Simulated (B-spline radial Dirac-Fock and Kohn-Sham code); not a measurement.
Level of theory: the Dirac equation of a negative muon with reduced mass in the field of a spherical finite nucleus, with the Uehling potential to all orders; nuclear polarisation, deformation, hyperfine structure, self-energy, higher-order vacuum polarisation, relativistic recoil and electron screening are left out; a radial atomic solver. The nuclear charge is a Fermi distribution (skin thickness 2.3 fm).

Q: A muonic atom of atomic mass 177.97 u emits these computed lines: 2p3/2 → 1s1/2 5731 keV, 3d5/2 → 2p3/2 2290 keV, 4f7/2 → 3d5/2 847.9 keV, 5g9/2 → 4f7/2 389.9 keV. Which element is it, and what rms charge radius was used?

A: Platinum (Z = 78, nuclide ¹⁷⁸Pt); the high transitions hardly feel the nucleus and fix Z. The 2p → 1s line lies 8676 keV below the value for a point nucleus without QED, which for this nuclear model gives a radius near 5.37 fm (5.3728 fm was used).
